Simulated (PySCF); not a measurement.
A structure optimised at PBE-D3(BJ)/def2-SVP, used in a PySCF frequency run:

```
Al
F 1 1.6867
C 1 1.9481 2 117.46
C 3 1.3532 1 120.78 2 -179.97
H 4 1.1062 3 122.08 1 0.00
H 4 1.1063 5 114.98 3 180.00
H 3 1.1072 4 116.87 5 180.00
C 1 1.9537 2 117.99 3 179.99
H 8 1.1090 1 113.12 2 179.69
H 8 1.1106 9 107.77 1 122.74
H 8 1.1107 9 107.75 10 114.56
```

Q: Write its SMILES and formula.

A: C=[CH][Al]([CH3])[F], C₃H₆AlF

Q: What are its rotational constants (standard atomic weights)?

A: 5.2899, 2.6508, 1.7858 GHz
